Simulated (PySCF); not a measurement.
Cartesian coordinates (Å):
```xyz
18

Ta     0.0525     0.1964     0.1923
F      0.4250     1.5660     1.4558
C     -0.4079     0.9601    -1.8014
H     -0.6334     0.1742    -2.5517
H      0.4535     1.5558    -2.1758
H     -1.2862     1.6401    -1.7423
C      0.1736    -1.8149     1.0351
H     -0.0360    -2.6282     0.3099
H     -0.5507    -1.9072     1.8741
H      1.1920    -1.9797     1.4508
C     -2.0618    -0.3435     0.0987
H     -2.2971    -1.1457    -0.6312
H     -2.6620     0.5534    -0.1705
H     -2.3982    -0.6839     1.1030
C      1.8272    -0.5118    -0.8656
H      1.6274    -1.3091    -1.6114
H      2.5644    -0.9048    -0.1312
H      2.3035     0.3424    -1.3957
```
Charge 0, multiplicity 1.

Predict the HOMO, LUMO, HOMO–LUMO gap, dipole moment, charge on the central atom (Mulliken) and total energy from TPSSh-D3(BJ)/def2-TZVP // PBE-D3(BJ)/def2-SVP in PySCF.


```json
{
 "HOMO": "-6.79 eV",
 "LUMO": "-2.46 eV",
 "HOMO–LUMO gap": "4.33 eV",
 "dipole_moment": "0.35 D",
 "charge on the central atom (Mulliken)": "1.19 e",
 "total_energy": "-316.6962 Ha"
}
```
